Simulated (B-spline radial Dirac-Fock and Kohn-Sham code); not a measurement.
## The Ru-like isoelectronic sequence (44 electrons), Z = 44 to 51

Level of theory: Dirac-Fock (average of configuration) total-energy differences with a finite nucleus, the Breit interaction including its frequency dependence, and self-energy and vacuum-polarisation corrections; a radial B-spline solver. Binding energies in eV, tabulated ground configurations. The model has no electron correlation.

```
 ion  configuration      2s      3s  3p1/2  4p1/2  outermost level  NIST ionisation energy
  Ru   [Kr] 4d7 5s1  3238.8   596.7  494.5  56.84        5.93 (5s)                  7.3605
 Rh⁺       [Kr] 4d8  3435.3   647.6  541.3  70.71       17.41 (4d)                   18.08
Pd²⁺       [Kr] 4d8  3645.4   707.5  597.0  90.95       32.50 (4d)                   32.93
Ag³⁺       [Kr] 4d8  3864.3   771.6  656.9  113.7       50.02 (4d)                49 ± 1.7
Cd⁴⁺       [Kr] 4d8  4091.9   839.8  720.8  138.8       69.77 (4d)              67.9 ± 1.9
In⁵⁺       [Kr] 4d8       ?       ?      ?      ?                ?                       ?
Sn⁶⁺       [Kr] 4d8  4573.2   987.6  859.9  195.4       115.5 (4d)               112.9 ± 2
Sb⁷⁺       [Kr] 4d8  4826.8  1067.2  935.1  226.8       141.3 (4d)               139 ± 2.1
```

Question: Fill in the row of In⁵⁺.

Answer: 2s 4328.2, 3s 911.8, 3p1/2 788.5, 4p1/2 166.0, outermost 91.61 (4d), NIST 90 ± 2 eV.

NIST's values are for the lowest levels; a dash marks a value that is missing or belongs to another shell. Their kind here: measured, semi-empirical, theoretical. Where a p, d or f shell is open in either ion the computed value averages over both j values and all terms, while the table refers to the lowest levels; that difference holds spin-orbit splitting (largest in heavy or highly charged ions), term energies where several electrons share open shells, and correlation, and it can reach 10 % or more.
